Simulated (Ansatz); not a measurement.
Cost and result for the atomization energy of C3H3F3O, SMILES `O=CCC(F)(F)F` (10 atoms, 9 bonds).

```json
{"atom": "O1", "x (Å)": "-0.379", "y (Å)": "1.150", "z (Å)": "-1.689"}
{"atom": "C2", "x (Å)": "-0.158", "y (Å)": "0.001", "z (Å)": "-1.444"}
{"atom": "C3", "x (Å)": "0.089", "y (Å)": "-0.569", "z (Å)": "-0.071"}
{"atom": "C4", "x (Å)": "0.045", "y (Å)": "0.421", "z (Å)": "1.065"}
{"atom": "F5", "x (Å)": "0.279", "y (Å)": "-0.210", "z (Å)": "2.229"}
{"atom": "F6", "x (Å)": "-1.146", "y (Å)": "1.011", "z (Å)": "1.169"}
{"atom": "F7", "x (Å)": "0.971", "y (Å)": "1.372", "z (Å)": "0.939"}
{"atom": "H8", "x (Å)": "-0.118", "y (Å)": "-0.762", "z (Å)": "-2.250"}
{"atom": "H9", "x (Å)": "1.068", "y (Å)": "-1.060", "z (Å)": "-0.068"}
{"atom": "H10", "x (Å)": "-0.650", "y (Å)": "-1.354", "z (Å)": "0.120"}
```

The species carries charge 0 and has multiplicity 1. Geometry: relaxed with PBE0-D4/def2-TZVP. It is one conformer, not always the lowest. Program: Ansatz. All runs use 4 threads of a server CPU on a shared host. Times are those of one run each, without the atoms' runs, and a repeat can differ threefold. Electronic energies, without spin–orbit coupling; frozen cores. CCSD(T)/CBS adds CCSD(T) − MP2 in def2-TZVPP to the MP2 limit, and its time is that of the two runs behind it. T1 = 0.013. B3LYP takes the VWN-RPA correlation (the form of Gaussian; ORCA's B3LYP/G).

CCSD(T)/CBS is a level of theory with its own doubt, some kJ/mol a heavy atom from the limit and from the frozen cores, so smaller differences don't rank the functionals.

```json
{"level": "PBE-D4/def2-TZVPP (with forces)", "functions": "259", "wall time": "2.7 s", "atomization (kcal/mol)": "1058.7", "difference from CCSD(T)/CBS": "46.4", "per bond": "5.2"}
{"level": "PBE0-D4/def2-TZVPP", "functions": "259", "wall time": "3.2 s", "atomization (kcal/mol)": "1021.5", "difference from CCSD(T)/CBS": "9.2", "per bond": "1.0"}
{"level": "r2SCAN-D4/def2-TZVPP (with forces)", "functions": "259", "wall time": "4.6 s", "atomization (kcal/mol)": "1021.2", "difference from CCSD(T)/CBS": "8.9", "per bond": "1.0"}
{"level": "B3LYP-D4/def2-TZVPP (with forces)", "functions": "259", "wall time": "5.5 s", "atomization (kcal/mol)": "1008.8", "difference from CCSD(T)/CBS": "-3.5", "per bond": "-0.4"}
{"level": "B2PLYP/def2-TZVPP", "functions": "259", "wall time": "6.5 s", "atomization (kcal/mol)": "1002.9", "difference from CCSD(T)/CBS": "-9.4", "per bond": "-1.0"}
{"level": "ωB97X-V/def2-TZVPP", "functions": "259", "wall time": "7.5 s", "atomization (kcal/mol)": "1017.4", "difference from CCSD(T)/CBS": "5.1", "per bond": "0.6"}
{"level": "ωB97M-V/def2-TZVPP (with forces)", "functions": "259", "wall time": "10 s", "atomization (kcal/mol)": "1018.3", "difference from CCSD(T)/CBS": "6.0", "per bond": "0.7"}
{"level": "MP2/def2-QZVPP", "functions": "489", "wall time": "29 s", "atomization (kcal/mol)": "1040.4", "difference from CCSD(T)/CBS": "28.1", "per bond": "3.1"}
{"level": "CCSD(T)/def2-TZVPP", "functions": "259", "wall time": "3.7 min", "atomization (kcal/mol)": "985.2", "difference from CCSD(T)/CBS": "-27.1", "per bond": "-3.0"}
{"level": "CCSD(T)/CBS(def2)", "functions": "–", "wall time": "4.2 min", "atomization (kcal/mol)": "1012.3", "difference from CCSD(T)/CBS": "0.0", "per bond": "0.0"}
```

The D4 term adds +6.9 kcal/mol with B3LYP and +3.6 kcal/mol with PBE0; it sums over pairs of atoms, weighted by their polarisabilities, and B3LYP, whose exchange is more repulsive, gets the larger term. In def2-TZVPP, CCSD(T) changes the Hartree–Fock value by +284.0 kcal/mol (the triples alone add +21.2 kcal/mol) and MP2 by +323.3 kcal/mol; breaking electron pairs costs correlation energy, which Hartree–Fock lacks. From PBE to PBE0 (25 % exact exchange), in def2-TZVPP and without D4, the atomization energy moves by −36.4 kcal/mol: exact exchange takes away binding that semilocal exchange gives to molecules.
